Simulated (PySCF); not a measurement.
Numbering as in the mapped SMILES `[CH3:1][C:2](=[O:3])[NH:4]/[CH:5]=[CH:6]/[C:7]#[N:8]`. Hydrogens are named by the atom that carries them.

- PBE0/pcSseg-1 with gauge-including orbitals
- structure optimised with GFN2-xTB
- run in PySCF 2.14
- non-relativistic Hamiltonian, one computed conformer, isolated molecule, fast rotation and ring inversion assumed for equivalent nuclei

References, each an isolated molecule treated in the same way: ¹³C (186.93 ppm), ¹H (31.72 ppm) against TMS; ¹⁷O (336.08 ppm) vs H2O; ¹⁵N (267.73 ppm) against NH3.

```tsv
atoms	nucleus	count	Hirshfeld charge	δ (ppm)
H(C5)	¹H	1	0.07	7.86
N8	¹⁵N	1	-0.23	318.7
H(C1)	¹H	3	0.06	2.05
C2	¹³C	1	0.19	167.8
C7	¹³C	1	0.07	121.7
N4	¹⁵N	1	-0.08	?
C6	¹³C	1	-0.07	?
H(N4)	¹H	1	0.15	?
H(C6)	¹H	1	0.06	4.57
O3	¹⁷O	1	-0.26	466.4
C1	¹³C	1	-0.12	24.4
C5	¹³C	1	0.04	?
```

Q: Estimate the values marked ?.

A: 
- C5: 148.5 ppm, alkene carbon bearing nitrogen; an sp2 carbon further deshielded by the attached heteroatom
- C6: 80.6 ppm, β carbon of an enol-ether or enamine type C=C; the O or N lone pair pushes π density onto this β carbon and shields it
- H(N4): 6.54 ppm, hydrogen on an amide-type nitrogen; exchangeable, gas-phase position
- N4: 166.9 ppm, amide-type nitrogen

OH and NH positions are those of a molecule without intermolecular hydrogen bonds; in solution they move with solvent, concentration and temperature, and exchange usually removes their couplings. Shifts are as computed. Against solution values, carbons near 30 ppm lie about +3 ppm off and those near 130 ppm about +5 ppm. Of 1211 compounds with measured shifts, 218 miss one by over three times the rms of a fit or turn the order of signals round; such compounds aren't used in these exercises. Hydrogen bonding in solution shields acid and N–H amide carbonyl oxygens by tens of ppm. Hydrogen bonding in solution deshields acid and N–H amide carbonyl carbons by as much as 10 ppm beyond these values. Unscaled 17O shifts of doubly bonded oxygen tend to come out too high, by tens of ppm or more. Experimental scales use liquid or dissolved standards, which lie at an offset from isolated NH3 (liquid NH3: subtract about 20 ppm) and H2O (liquid H2O: subtract about 36 ppm). Unscaled 15N shifts of sp2 nitrogen come out 20 to 40 ppm too high even then.
